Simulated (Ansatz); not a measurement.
C$_{2}$H$_{8}$ClN$_{2}$Nb, SMILES `C[N]=[Nb]([CH3])([NH2])[Cl]` at its PBE0-D4/def2-TZVP geometry, where that method's forces vanish. The species carries charge 0 and has multiplicity 1. Nb takes the def2 core potential.

```xyz
14

C     1.1776   -2.1639    0.0712
N     0.3831   -1.0101   -0.1595
Nb   -0.5489    0.3878   -0.6043
C     0.6239    2.0145    0.1949
N    -2.1675    0.2470    0.4925
Cl   -0.8271    0.6217   -2.9091
H     1.4097   -2.6780   -0.8674
H     0.6532   -2.8691    0.7252
H     2.1212   -1.8920    0.5560
H     0.0910    2.9632    0.0552
H     1.5686    2.0660   -0.3594
H     0.8595    1.8982    1.2547
H    -2.9425    0.8923    0.3966
H    -2.4017   -0.4778    1.1534
```

Task: What forces (eV/Å) does PBE-D4/def2-TZVPP give on these atoms in Ansatz 0.2.0? (Best estimate.)

Result: Computed: 
```
C1  -0.008  0.012 -0.016
N2   0.295 -0.460  0.207
Nb3 -0.281  0.616 -0.402
C4  -0.022 -0.030  0.018
N5   0.094 -0.007  0.029
Cl6 -0.018  0.008 -0.186
H7   0.065 -0.133 -0.190
H8  -0.093 -0.169  0.141
H9   0.211  0.034  0.108
H10 -0.104  0.174 -0.024
H11  0.183  0.004 -0.100
H12  0.060 -0.007  0.209
H13 -0.273  0.210 -0.031
H14 -0.110 -0.251  0.237
```
